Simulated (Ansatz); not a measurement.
The cluster Hg₂O: single points at one geometry.

```yaml
crystal:
  periodic: [false, false, false]
  atoms:
    - {symbol: Hg, position_ang: [1.264492, -0.828167, -1.384960]}
    - {symbol: Hg, position_ang: [-1.263767, 0.829316, 1.384933]}
    - {symbol: O, position_ang: [-0.000725, -0.001150, 0.000027]}
basis:
  gaussian: {orbitals: def2-TZVP, initial_orbitals: start.molden}
hamiltonian: {xc: pbe0, dispersion: d4}
output: {orbitals: {seedname: orbitals}}
```

The file start.molden holds the orbitals of an earlier run on this structure, at another level or in another basis.

```sh
$ ansatz run in.yaml --threads 4 --pin off --events-out ev --progress --plain --max-ram 3916MiB
```

It prints (some lines left out):

```
Functional definition: PBE0
1039 factors; their error is unknown
mean field evaluation 1: about -10396.6299 eV, gradient 8.7e0 eV
mean field evaluation 2: about -10396.7492 eV, gradient 2.2e-1 eV
mean field evaluation 4: about -10396.8149 eV, gradient 1.2e-1 eV
mean field evaluation 8: about -10233.4635 eV, gradient 2.1e2 eV
mean field evaluation 16: about -10396.7509 eV, gradient 1.1e-2 eV
mean field -10396.81490447 eV, -382.0759005251 hartree, gradient 3.4e-5 eV, S^2 0.000000; 1 other end points of the search recorded, 0 dependent functions left out
reference -10396.81493836 eV, -382.0759017703 hartree; 24, 24 occupied and 93, 93 virtual orbitals, 1039 factors
Total energy: -10396.88736137 eV, -382.0785632671 hartree
```

Run time 1.2 s (4 threads of Arm Neoverse V2 on a shared host).

First input, but with `hamiltonian: {xc: {name: wB97M-V}}`, `scf: {omitted_lower_state_checks: [starts]}` (abridged; 3.4 s):

```
Functional definition: wB97M-V
mean field -10393.50957287 eV, -381.9544318291 hartree, gradient 1.2e-5 eV, S^2 0.000000
Total energy: -10393.50962677 eV, -381.9544338099 hartree
Checks for a lower state left out: starts
```

First input, but with `hamiltonian: {xc: {name: BHLYP}, dispersion: d4}`, `scf: {omitted_lower_state_checks: [starts]}` (abridged; 1.1 s):

```
Functional definition: BHLYP
mean field -10390.80749913 eV, -381.8551324509 hartree, gradient 5.8e-5 eV, S^2 0.000000
Total energy: -10390.94133508 eV, -381.8600508313 hartree
Checks for a lower state left out: starts
```

As the first input, with `hamiltonian: {xc: hse06, dispersion: d4}`, `scf: {omitted_lower_state_checks: [starts]}` (abridged; 1 s):

```
Functional definition: HSE06
mean field -10396.74247789 eV, -382.0732388974 hartree, gradient 4.3e-5 eV, S^2 0.000000
Total energy: -10396.81202778 eV, -382.0757948086 hartree
Checks for a lower state left out: starts
```

First input, but with `hamiltonian: {xc: r2scan, dispersion: d4}`, `scf: {omitted_lower_state_checks: [starts]}` (abridged; 1.6 s):

```
Functional definition: r2SCAN
mean field -10402.14380411 eV, -382.2717339749 hartree, gradient 2.2e-5 eV, S^2 0.000000
Total energy: -10402.16091510 eV, -382.2723627922 hartree
Checks for a lower state left out: starts
```

First input, but with `gaussian: {orbitals: def2-TZVPD, initial_orbitals: start.molden}`, `hamiltonian: {xc: pbe, dispersion: d4}`, `scf: {omitted_lower_state_checks: [starts]}` (abridged; 1.1 s):

```
Functional definition: PBE
mean field -10399.66793811 eV, -382.1807475773 hartree, gradient 4.1e-5 eV, S^2 0.000000
Total energy: -10399.75188241 eV, -382.1838324736 hartree
Checks for a lower state left out: starts
```

The first input with `gaussian: {orbitals: def2-TZVPD, initial_orbitals: start.molden}`, `hamiltonian: {xc: r2scan, dispersion: d4}`, `scf: {omitted_lower_state_checks: [starts]}` (abridged; 1.8 s):

```
Functional definition: r2SCAN
mean field -10402.16220428 eV, -382.2724101685 hartree, gradient 1.3e-5 eV, S^2 0.000000
Total energy: -10402.17931236 eV, -382.2730388788 hartree
Checks for a lower state left out: starts
```

Geometry: PBE-D4/def2-TZVP.

In the def2 sets Hg takes a core potential; there is no spin–orbit coupling. HSE06 is defined as in plane-wave codes, on full-range PBE exchange. The order of the spin states hangs on the level: the triplet lies 0.24 eV below the singlet at ωB97M-V/def2-TZVP, but 0.01 eV above it at PBE0-D4/def2-TZVP. The structure comes from a short search, and lower isomers may exist.
